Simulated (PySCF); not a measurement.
C2H14Si4, SMILES [SiH3]C([SiH3])C([SiH3])[SiH3].

Geometry: ωB97X-D3(BJ)/def2-SVP. One conformer was computed; it need not be the lowest.

Computed with PySCF with M06-2X/def2-TZVP.

Computed frontier levels, gap, dipole moment:
```
Quantity                                                                                                      Result
---------------------------------------------------------------------------------------------  ---------------------
highest occupied level                                                                                      -9.04 eV
lowest empty level                                                                                           0.56 eV
orbital gap                                                                                                  9.60 eV
dipole moment                                                                                                 0.67 D
quadrupole, principal values (traceless, Buckingham form, about the centre of nuclear charge)  -2.21, 0.96, 1.25 D·Å
```
